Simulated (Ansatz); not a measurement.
Stepwise reaction of `F[Si](F)([SiH3])[SiH3]` with hydrogen, as a gas-phase model of exchange steps in deposition or etching. ΔE in kJ/mol; ΔG adds harmonic PBE0-D4 terms to CCSD(T)/CBS, at 1 bar.

Program: Ansatz. Geometries: PBE0-D4/def2-TZVP. ΔE: electronic, gas phase. CBS: MP2 limit from def2 TZ/QZ plus the TZ coupled-cluster correction, frozen cores. This one scheme is used for every species. Functionals use def2-TZVPP. B3LYP here is the variant with VWN-RPA as its local correlation; programs differ in this.

```csv
step,reaction,PBE-D4,B3LYP-D4,ωB97M-V,CCSD(T)/CBS,ΔG(600 K)
1,`F[Si](F)([SiH3])[SiH3]` + H₂ → `F[SiH](F)[SiH3]` + SiH₄,-10.0,-25.1,-31.6,-28.2,-27.9
2,`F[SiH](F)[SiH3]` + H₂ → `F[SiH2]F` + SiH₄,-14.4,-29.7,-35.1,-32.4,-25.7
```

Task: By hand: ΔE of the 2 steps together at CCSD(T)/CBS.

Result: (-28.2) + (-32.4) = -60.6 kJ/mol, or -30.3 kJ/mol a step.

In ΔE the steps differ by no more than 4.2 kJ/mol. All are downhill at CCSD(T)/CBS. ΔG lies between -27.9 and -25.7 kJ/mol a step. PBE-D4 differs from CCSD(T)/CBS by 18.0 to 18.2 kJ/mol a step. Only this route is followed, and other bonds may react first. Isolated molecules leave out the surface, adducts and barriers. Largest T1 diagnostic: 0.013.
